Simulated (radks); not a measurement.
Question: Species: Ir. Configuration: [Xe] 4f14 5d7 6s2. All-electron calculation, scalar-relativistic Kohn-Sham, BLYP, spin-unpolarised, spherical densities, finite nucleus; Fermi nuclear charge, rms radius 5.4032 fm. Program: a radial shooting solver on a logarithmic mesh with Libxc functionals. Some entries of the table are withheld. Estimate them.

orbital,occ.,eigenvalue (eV),<r> (bohr),r(max) (bohr)
1s,2,-76107.82,0.01744,0.01082
2s,2,-13314.83,0.07362,0.06230
2p,6,-11571.15,0.06623,0.05137
3s,2,-3113.971,0.1905,(1)
3p,6,-2603.874,0.1913,(2)
3d,10,-2041.318,0.1733,0.1421
4s,2,-663.9084,0.4234,0.3972
4p,6,-496.5453,0.4505,0.4174
4d,10,-290.7472,0.4785,(3)
5s,2,-97.8333,0.9774,0.8901
4f,14,-62.0126,0.5353,0.3948
5p,6,(4),1.133,1.002
5d,7,-6.9995,1.724,1.301
6s,2,-6.2555,2.912,2.399

Answer: 
(1) 3s r(max) (bohr): 0.1757
(2) 3p r(max) (bohr): 0.1745
(3) 4d r(max) (bohr): 0.4262
(4) 5p eigenvalue (eV): -54.5567
